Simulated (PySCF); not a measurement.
## How methods differ on the ionisation energy of Pm³⁺

Pm³⁺ [Xe] 4f4 [4f5/2^4, M_J = 4] → Pm⁴⁺ [Xe] 4f3 [4f5/2^3, M_J = 9/2], as a difference of total energies. Computed with PySCF 2.14 in x2c-SVPall-2c (7s10p9d3f1g, 112 functions), with the two-component X2C-1e Hamiltonian. Correlated levels: [Ar] 3d10 frozen; the 16 highest virtual spinors dropped. "Screened" scales the spin-orbit matrix elements by Boettger's factors to mimic the two-electron term; Breit and QED terms are absent.

```csv
method,ionisation energy (eV)
GHF (spin-free),39.610
GMP2 (spin-free),39.946
GHF (screened spin-orbit),39.495
GMP2 (screened spin-orbit),39.832
```

**Question.** How much does correlation contribute at GMP2 (screened spin-orbit)?

**Answer.** 39.832 − (39.495) = 0.337 eV, measured against GHF (screened spin-orbit).

The spin-free rows relax to the high-spin LS determinant and lack the spin-orbit shift.

Errors of the correlated levels include the incompleteness of this basis and the frozen core.

The labels give the starting determinants; with spin-orbit coupling the two ends relaxed to ⟨J²⟩ = 23.35, ⟨L²⟩ = 41.84, ⟨S²⟩ = 5.98 and ⟨J²⟩ = 26.72, ⟨L²⟩ = 41.66, ⟨S²⟩ = 3.70.

The determinant of Pm³⁺ and of Pm⁴⁺ mixes levels of different J (the jj label is only the starting occupation), so the difference between spin-free and spin-orbit rows is not the physical spin-orbit shift.

For comparison: 41.17 ± 0.09 eV (semi-empirical (NIST evaluation); NIST Atomic Spectra Database, ionization energies).
